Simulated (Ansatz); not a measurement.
Isolated molecules relaxed with PBE0-D4/def2-TZVP in Ansatz; ΔE leaves out vibrations. CCSD(T)/CBS is the MP2 limit (def2-TZVPP, def2-QZVPP) plus CCSD(T) − MP2 in def2-TZVPP, frozen cores. This one scheme is used for every species. DFT in def2-TZVPP. B3LYP here is the variant with VWN-RPA as its local correlation; programs differ in this. For Ge outer-core shells are correlated without core-valence functions, which leaves a few kJ/mol of doubt a bond. Scalar relativity is left out up to krypton. One conformer a species, not always the lowest.

Reaction (hydrogenolysis of a Ge–N bond): `N[SiH2][NH][GeH2][NH2]` + H₂ → `[NH2][GeH3]` + `N[SiH2]N`

| level | ΔE (kcal/mol) |
| --- | --- |
| r2SCAN-D4 | 1.7 |
| PBE0-D4 | 0.7 |
| PBE0 | -1.2 |
| B3LYP | -1.9 |
| HF/def2-QZVPP | -2.8 |
| HF/CBS(def2) | -2.8 |
| MP2/CBS(def2) | 4.2 |
| CCSD/CBS(def2) | 1.3 |

Task: What does CCSD(T)/CBS give? (Estimate.)

Result: Ansatz gave: +2.6 kcal/mol. The listed levels differ from it by -0.9, -1.9, -3.8, -4.5, -5.4, -5.4, 1.6, -1.3 kcal/mol.

Largest T1 diagnostic among the species: 0.011.

The D4 term adds +3.3 kcal/mol with B3LYP and +1.9 kcal/mol with PBE0; it sums over pairs of atoms, weighted by their polarisabilities, and B3LYP, whose exchange is more repulsive, gets the larger term. In def2-TZVPP, CCSD(T) changes the Hartree–Fock value by +5.5 kcal/mol (the triples alone add +1.3 kcal/mol) and MP2 by +7.2 kcal/mol.
